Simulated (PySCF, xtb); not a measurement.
Ge(H)(NMe2) (C₂H₇GeN), SMILES C[N](C)[GeH] (connectivity only; charge and spin as stated), neutral, multiplicity 1.

Harmonic wavenumbers (cm⁻¹) from xtb with GFN2-xTB at its own minimum, in rising order: 179, 217, 264, 305, 334, 347, 539, 743, 995, 1046, 1084, 1126, 1192, 1253, 1403, 1421, 1459, 1469, 1477, 1492, 1504, 2899, 2902, 2924, 2931, 2980, 3027.

Task: What does PBE-D3(BJ)/def2-SVP run with PySCF give at its own minimum? (Estimate from the structure and the level; the computed values follow.)

Result: 201, 235, 281, 322, 332, 405, 555, 761, 980, 1031, 1063, 1112, 1195, 1233, 1365, 1391, 1396, 1409, 1413, 1439, 1805, 2908, 2915, 2965, 2974, 3056, 3086. Paired by order, the mean absolute difference is 41 cm⁻¹ and the zero-point energies are 53.6 and 54.1 kcal/mol.
